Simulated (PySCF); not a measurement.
Si(F)2(Et)2, SMILES F[Si](F)(CC)CC at its GFN2-xTB optimised geometry (Å):

```
17

C      1.6765     0.8921    -1.1764
C      1.0875     0.1105     0.0000
Si    -0.8057     0.1105     0.0000
F     -1.3493    -0.3815    -1.4337
F     -1.3362     1.6303     0.0000
C     -1.6866    -0.8625     1.3611
C     -1.3148    -0.4230     2.7773
H      1.3525     0.4617    -2.1205
H      1.3509     1.9287    -1.1471
H      2.7639     0.8712    -1.1427
H      1.4597     0.5424     0.9305
H      1.4628    -0.9138    -0.0339
H     -2.7639    -0.7447     1.2277
H     -1.4810    -1.9287     1.2555
H     -1.5288     0.6336     2.9174
H     -0.2565    -0.5853     2.9675
H     -1.8833    -0.9873     3.5136
```

Computed with B3LYP/def2-SVP (PySCF). Cells within 0.4 Å of a nucleus heavier than hydrogen are left out (blank, or x).

Map of the deformation density (molecule minus spherical neutral atoms) (e/bohr³) on the plane z = 0.0 Å:

```
|111111111111111111111111111|
|111111111111111111111111111|
|111111111111111111111111111|
|111111111111111111111111111|
|111111111111111111111111111|
|111111111111111111111111111|
|111111111111111111111111111|
|111111111122111111111111111|
|111111112xx3111111111111111|
|111111113xx3110000011111111|
|111111112453100000001111111|
|111111111221012011001111111|
|11111110000x1465x3001111111|
|1111111000xx158xx3001111111|
|111111100110034497211111111|
|111111110110011289211111111|
|111111110000001122111111111|
|111111111111111110111111111|
|111111111111111111111111111|
|111111111111111111111111111|
|111111111111111111111111111|
|111111111111111111111111111|
|111111111111111111111111111|
|111111111111111111111111111|
|111111111111111111111111111|
|111111111111111111111111111|
|111111111111111111111111111|
```
Scale: ten equal steps from -0.016 (start of '0') to 0.078 (end of '9'), in the order '0123456789'; x runs from -5.00 to 5.00, y from -5.00 (bottom) to 5.00 (top).
